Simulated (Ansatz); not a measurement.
Cost and result for the atomization energy of CH4CdO2 (`C[O][Cd][OH]`) (8 atoms, 7 bonds).

Total charge 0; spin multiplicity 1. Correlated methods include outer-core shells of Cd, which these sets cover unevenly. Cd takes the def2 core potential. Geometry: relaxed with PBE0-D4/def2-TZVP. It is one conformer, not always the lowest. Program: Ansatz. All runs use 4 threads of an Arm Neoverse V2 on a shared host. Times are those of one run each, without the atoms' runs, and a repeat can differ threefold. Electronic energies, without spin–orbit coupling; frozen cores. CCSD(T)/CBS adds CCSD(T) − MP2 in def2-TZVPP to the MP2 limit, and its time is that of the two runs behind it. T1 = 0.017. With those shells the extrapolation isn't a true limit. HSE06 is the plane-wave form, built on full-range PBE exchange.

CCSD(T)/CBS is a level of theory with its own doubt, some kJ/mol a heavy atom from the limit and from the frozen cores, so smaller differences don't rank the functionals.

```csv
level,functions,wall time,atomization (kcal/mol),difference from CCSD(T)/CBS,per bond
LDA (SPW92)/def2-TZVPP,205,0.75 s,715.5,105.4,15.1
revPBE-D4/def2-TZVPP,205,1.2 s,603.3,-6.8,-1.0
BLYP-D4/def2-TZVPP,205,1.2 s,607.6,-2.5,-0.4
PBE-D4/def2-TZVPP (with forces),205,1.5 s,623.3,13.2,1.9
PBE0-D4/def2-TZVPP,205,1.7 s,603.3,-6.8,-1.0
HSE06-D4/def2-TZVPP,205,1.9 s,603.8,-6.3,-0.9
r2SCANh-D4/def2-TZVPP,205,3 s,603.8,-6.3,-0.9
r2SCAN-D4/def2-TZVPP (with forces),205,3.1 s,611.4,1.3,0.2
B97M-V/def2-TZVPP,205,6.5 s,603.9,-6.2,-0.9
CCSD(T)/def2-SVP,93,6.5 s,567.3,-42.8,-6.1
MP2/def2-QZVPP,379,10 s,617.3,7.2,1.0
CCSD(T)/def2-TZVPP,205,2.3 min,589.4,-20.7,-3.0
CCSD(T)/CBS(def2),–,2.5 min,610.1,0.0,0.0
```

At CCSD(T), def2-SVP lies −42.9 kcal/mol from the extrapolated value and def2-TZVPP −20.7 kcal/mol: correlation converges slowly with the basis, and small sets miss more of it in the bonded molecule than in its fragments. From r2SCAN to r2SCAN0 (25 % exact exchange), in def2-TZVPP and without D4, the atomization energy moves by −18.5 kcal/mol: exact exchange takes away binding that semilocal exchange gives to molecules. Leaving LDA and LC-ωPBE aside and taking each functional with its dispersion term where it has one, the values, not all of them listed here, spread over 48.8 kcal/mol, from BHLYP-D4 to PBE-D4. LDA lies +95.0 kcal/mol from PBE without D4, its usual overbinding.
